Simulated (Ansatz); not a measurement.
Al4H4⁻, relaxed as a doublet with UKS PBE-D4/def2-SVPD in Ansatz, starting from the GFN1-xTB geometry. Force threshold 0.02 eV/Å.

The highest occupied level of the charge -1 doublet lies above zero (up to 0.11 eV). The electron is either unbound and held by the finite basis, or the level is raised by self-interaction error. Another isomer (doublet) lies 0.05 eV lower at PBE0-D4/def2-TZVPD; other spin states weren't run for this one.

Start:

```xyz
8

Al   -0.2686   -0.8287   -2.5314
Al    0.9412    1.7653    1.7465
Al   -0.4325   -1.8328   -0.1364
Al   -0.9236   -0.0489    1.6550
H     0.9558   -0.4071    2.3853
H    -1.0220    0.7230   -3.3152
H     2.7954    1.7352    1.3604
H    -2.0458   -1.1060   -1.1643
```

Q: Estimate the energy that the relaxation releases and the steps that it takes.

A: 257.5 kJ/mol, in 23 steps; 38 s on 4 threads of Arm Neoverse V2 on a shared host. No frequencies were taken in this run, so the end may be a saddle point.

Q: Does the start keep its bonding?

A: Bonds formed: Al1–Al2, Al1–H8, Al2–Al3, Al2–H5 (atoms count from 1).

Q: Predict the relaxed structure.

A: 
```xyz
8

Al    0.001   -0.258   -1.778
Al    0.540    0.707    0.691
Al   -0.950   -1.411    0.166
Al   -0.562   -0.542    2.776
H     1.178   -0.398    1.917
H     0.040    0.208   -3.340
H     1.437    2.060    0.781
H    -1.684   -0.365   -1.213
```
Bond lengths (bridged metal pairs left out): 5 × Al–Al 2.45 to 2.78 Å; 4 × Al–H 1.63 to 1.78 Å.
